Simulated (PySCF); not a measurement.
**The first ionisation energy along group 6**

Calculated with PySCF 2.14 from differences of total energies of unrestricted determinants, without spin-orbit coupling. Values in eV. The last column holds reference values (NIST; (s) semi-empirical, (t) theoretical, else measured). Unmarked ones compare directly (S terms, centres of terms, or small fine structure); those marked * lie between the lowest fine-structure levels and include a spin-orbit shift.

| element | configurations | UHF | LDA | r2SCAN | MP2 (valence) | SCS-MP2 (valence) | CCSD (valence) | reference |
| --- | --- | --- | --- | --- | --- | --- | --- | --- |
| Cr (x2c-TZVPPall with one added diffuse shell each of s, p, d, f type, spin-free X2C) | [Ar] 3d5 4s1 → [Ar] 3d5 | 6.016 | 7.619 | 7.367 | 6.515 | 6.182 | 6.547 | 6.767 |
| Mo (x2c-TZVPPall with one added diffuse shell each of s, p, d, f type, spin-free X2C) | [Kr] 4d5 5s1 → [Kr] 4d5 | 6.255 | 7.716 | 7.476 | 6.805 | 6.438 | 6.838 | 7.092 |
| W (x2c-TZVPPall with one added diffuse shell each of s, p, d, f type, spin-free X2C) | [Xe] 4f14 5d4 6s2 → [Xe] 4f14 5d4 6s1 | 5.918 | 8.045 | 7.274 | 6.786 | 6.976 | 6.937 | 7.825 |

```json
{"method": "UHF", "elements": "3", "mean error (eV)": "-1.165", "mean absolute error (eV)": "1.165", "largest error (eV)": "-1.907"}
{"method": "LDA", "elements": "3", "mean error (eV)": "0.565", "mean absolute error (eV)": "0.565", "largest error (eV)": "0.853"}
{"method": "r2SCAN", "elements": "3", "mean error (eV)": "0.144", "mean absolute error (eV)": "0.512", "largest error (eV)": "0.601"}
{"method": "MP2 (valence)", "elements": "3", "mean error (eV)": "-0.526", "mean absolute error (eV)": "0.526", "largest error (eV)": "-1.039"}
{"method": "SCS-MP2 (valence)", "elements": "3", "mean error (eV)": "-0.696", "mean absolute error (eV)": "0.696", "largest error (eV)": "-0.849"}
{"method": "CCSD (valence)", "elements": "3", "mean error (eV)": "-0.454", "mean absolute error (eV)": "0.454", "largest error (eV)": "-0.888"}
```

Errors include the incompleteness of the basis and the frozen core.

"Valence" correlates the outer s and p shells and, in groups 3 to 12 and the f block, the outer d or f shell, open or full, or the next shell where the ion has no valence electron left; the wider scheme adds the next inner shell.
